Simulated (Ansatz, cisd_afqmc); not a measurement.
System: BOF, charge 0, singlet. BOF (fluoro(oxo)borane, SMILES O=BF).
B3LYP-D3(BJ)/def2-TZVP minimum from Ansatz (a quantum-chemistry and plane-wave program):
```
B
O 1 1.2071
F 1 1.2860 2 180.00
```

Total energies in cc-pVDZ, 16 correlated electrons, 3 frozen orbitals. Radicals and triplets start from unrestricted determinants; spin-orbit coupling is neglected. Cores are frozen in correlated methods. No relativity. AFQMC/CISD: phaseless, guided by CISD from CCSD amplitudes; bars are statistical, one sigma. Outlying blocks are dropped, and bars are widened where a walk drifts. Over all cases where full CI ran beside it in this data, AFQMC minus full CI had a median of +0.1 mEh and passed +0.4 mEh in a tenth of the cases.

```csv
method,program,energy (Eh),minus CCSDTQ (mEh)
HF,Ansatz,-199.08272,462.31
MP2,Ansatz,-199.52985,15.18
CCSD,Ansatz,-199.53160,13.44
CCSD(T),Ansatz,-199.54328,1.76
CCSDT(Q),Ansatz,-199.54525,-0.22
CCSDTQ,Ansatz,-199.54504,0.00
AFQMC/CISD,cisd_afqmc,-199.5454 ± 0.0006,-0.4 ± 0.6
```

Rough core times of Ansatz's runs on a shared machine: CCSD(T) under 20 s, CCSDT(Q) under 20 s, CCSDTQ 10 min.
